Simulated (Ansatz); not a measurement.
A run for Ansatz (an electronic-structure program): R-wB97X-V/def2-TZVPPD on H4SeSi (SMILES [SiH3][SeH]). Files ending in .json are basis or fitting sets from the Basis Set Exchange.

Ansatz 0.2 input:
```yaml
crystal:
  periodic: [false, false, false]
  atoms:
    - {symbol: Si, position_ang: [0.61402893, -1.35464198, 0.86010965]}
    - {symbol: Se, position_ang: [-0.47343933, 0.68384332, 0.98736016]}
    - {symbol: H, position_ang: [0.05015240, -2.15991716, -0.24270941]}
    - {symbol: H, position_ang: [2.01749974, -0.99593806, 0.57953026]}
    - {symbol: H, position_ang: [0.48859011, -2.07772637, 2.13964288]}
    - {symbol: H, position_ang: [-1.75219666, 0.08040352, 1.39748303]}
basis:
  gaussian:
    orbitals: def2-TZVPPD.json
hamiltonian:
  xc: {name: wB97X-V}
scf: {lower_state_search: off}
```

The head of its log:

```
WARN ansatz: RAYON_NUM_THREADS=1 ignored (pool sized by the plan → 1); use --threads N
Functional definition: wB97X-V
these checks for a lower state are left out or cut short: stability, starts, cluster_reference, orbital_swaps, neighbouring_geometries, increment
integrals: 0.12 GiB planned
988 factors; their error is unknown
integrals: 0.16 GiB planned
254 factors; integrals over basis functions are off by at most 3.8e-5 eV
mean field: 1.01 GiB planned
mean field evaluation 1: about -73285.3404 eV, gradient 1.0e1 eV
mean field evaluation 2: about -73285.6838 eV, gradient 3.8e0 eV
```

Problem. Predict the final total energy.

Solution. -2693.2082 hartree.
